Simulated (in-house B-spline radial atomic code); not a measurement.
Results of a calculation; reference values are marked as such.
Making a Troullier-Martins p channel for Sn, r_c = 3.6 bohr

Sn, [Kr] 4d10 5s2 5p2, non-relativistic LDA (VWN5), spherical and spin-unpolarised, from an all-electron radial atomic-structure program (B-spline basis) (atomic units). The all-electron 5p level is ε = -0.144450 hartree, its outermost node lies just inside 1.12 bohr and its outer maximum at 2.57 bohr.

Inside r_c the pseudo-orbital is u(r) = r^2 exp(p(r)), with p = c0 + c2 r² + c4 r⁴ + … + c12 r¹². The seven coefficients follow from p and its first four derivatives at r_c, from zero curvature of the screened potential at the origin, c4 = −c2²/(2l + 5), and from the norm inside r_c. At r_c the all-electron orbital has P = 0.5053031, P' = -0.1477321, the screened potential V = -0.256344, V' = 0.1576813, V'' = -0.1424341, and the norm inside is Q = 0.6725127.

Question: What are p, p' and p'' at r_c?

Answer: p = ln(P/r_c^2) = ln(0.5053031/12.96) = -3.24446. p' = P'/P − 2/r_c = -0.29236 − 0.55556 = -0.84792. The radial equation gives p'' = 2(V − ε) − 2(2) p'/r_c − p'² = -0.22379 − (-0.94213) − 0.71897 = -0.00062. Differentiating, p''' = 2V' + 2(2)p'/r_c² − 2(2)p''/r_c − 2p'p'' = 0.053295, and p'''' = 2V'' − 4(2)p'/r_c³ + 4(2)p''/r_c² − 2(2)p'''/r_c − 2p''² − 2p'p''' = -0.1087.

For a trial c2 the five matching conditions are linear in c0, c6, c8, c10 and c12, and c2 is varied until the norm inside r_c equals Q. The root nearest zero gives:

| n | c_n |
| --- | --- |
| 0 | -1.509817 |
| 2 | -0.1186442 |
| 4 | -0.002010919 |
| 6 | -0.0004788762 |
| 8 | 8.940323e-05 |
| 10 | -4.812594e-06 |
| 12 | 8.875276e-08 |

Question: Check c4 and p(r_c), and find the screened pseudopotential at the origin.

Answer: −c2²/7 = -0.00201092, as listed. The terms c_n r_c^n are -1.50982, -1.53763, -0.33776, -1.04241, 2.52216, -1.75956, 0.42054, which sum to -3.24446. Inverting the radial equation, V_l(r) = ε + 2 p'/r + (p'' + p'²)/2, so V_l(0) = ε + (2l + 3) c2 = -0.14445 + 5 × (-0.118644) = -0.7377 hartree, finite where the all-electron potential diverges.

Orbitals and screened potentials:

```
r (bohr)        P       u  V all-electron  V pseudo
    0.36  0.06413  0.0282          -45.21   -0.7378
     0.9  -0.1732  0.1623          -6.935   -0.7426
    1.44   0.2778  0.3542          -2.187   -0.7515
    1.98   0.5358  0.5212          -1.005   -0.7223
    2.52   0.6051  0.5963         -0.5716   -0.5927
    3.06   0.5759  0.5754         -0.3681   -0.3923
     3.6   0.5053  0.5053         -0.2563   -0.2563
```

Logarithmic derivatives P'/P at R = 3.9 bohr, for energies E around ε:

| E − ε (hartree) | all-electron | pseudo |
| --- | --- | --- |
| -0.5 | 0.916335 | 0.912642 |
| -0.25 | 0.544028 | 0.540688 |
| -0.1 | 0.157454 | 0.155869 |
| 0 | -0.333311 | -0.333311 |
| 0.1 | -1.69584 | -1.71941 |
| 0.25 | 4.58835 | 4.10948 |
| 0.5 | 1.04248 | 0.916793 |
